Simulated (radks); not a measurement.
Polarisability of neutral neon, [Ne], at imaginary frequency. Method: scalar-relativistic Kohn-Sham, exchange-only LDA, spin-polarised, spherical densities, finite nucleus; Fermi nuclear charge, rms radius 3.0055 fm; computed with a radial shooting solver on a logarithmic mesh with Libxc functionals. Response by self-consistent Sternheimer equations with the Hartree and adiabatic exchange-only LDA kernel, the relativistic mass of each level held fixed and spin-orbit coupling left out.

w (hartree),alpha1(iw) (bohr^3),alpha2(iw) (bohr^5)
0.00266,3.267,10.98
0.0143,3.266,10.98
0.0360,3.260,10.96
0.0697,3.241,10.89
0.118,3.193,10.73
0.186,3.094,10.39
0.280,2.914,9.768
0.413,2.625,8.752
0.605,2.223,7.329
0.892,1.738,5.618
1.35,1.224,3.847
2.12,0.7484,2.264
3.59,0.3717,1.067
6.94,0.1321,0.3537
17.5,0.02545,0.06238

Static values: alpha1 = 3.267 bohr^3 (0.4841 angstrom^3; uncoupled 3.757), alpha2 = 10.98 bohr^5, alpha3 = 80.27 bohr^7. C6 = 8.006, C8 = 130.5, triple-dipole C9 = 18.11 atomic units. One-pole (London) frequency 4 C6 / (3 alpha1^2) = 1.000 hartree, against 0.443 for minus the highest occupied eigenvalue. Recommended static value: 2.6611 bohr^3 (Schwerdtfeger and Nagle, 2023 table).
